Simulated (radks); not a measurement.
Problem. All-electron atom: Sr+ in [Kr] 5s1. All-electron calculation, Dirac Kohn-Sham, PBEsol, spin-unpolarised, spherical densities, finite nucleus; Fermi nuclear charge, rms radius 4.224 fm. Program: a radial shooting solver on a logarithmic mesh with Libxc functionals. Some entries of the table are withheld. Estimate them.

| orbital | occ. | eigenvalue (hartree) | <1/r> (bohr^-1) |
|---|---|---|---|
| 1s1/2 | 2 | -585.2689 | 38.98 |
| 2s1/2 | 2 | -79.44515 | 8.775 |
| 2p1/2 | 2 | -72.33696 | 8.748 |
| 2p3/2 | 4 | -69.82574 | 8.408 |
| 3s1/2 | 2 | -12.47789 | 2.933 |
| 3p1/2 | 2 | -9.89720 | 2.824 |
| 3p3/2 | 4 | -9.51190 | 2.742 |
| 3d3/2 | 4 | (1) | 2.520 |
| 3d5/2 | 6 | (2) | 2.499 |
| 4s1/2 | 2 | -1.73481 | (3) |
| 4p1/2 | 2 | -1.09901 | (4) |
| 4p3/2 | 4 | -1.05585 | (5) |
| 5s1/2 | 1 | -0.30651 | 0.3282 |

Solution. 
(1) 3d3/2 eigenvalue (hartree): -4.97800
(2) 3d5/2 eigenvalue (hartree): -4.91073
(3) 4s1/2 <1/r> (bohr^-1): 0.9944
(4) 4p1/2 <1/r> (bohr^-1): 0.8663
(5) 4p3/2 <1/r> (bohr^-1): 0.8450
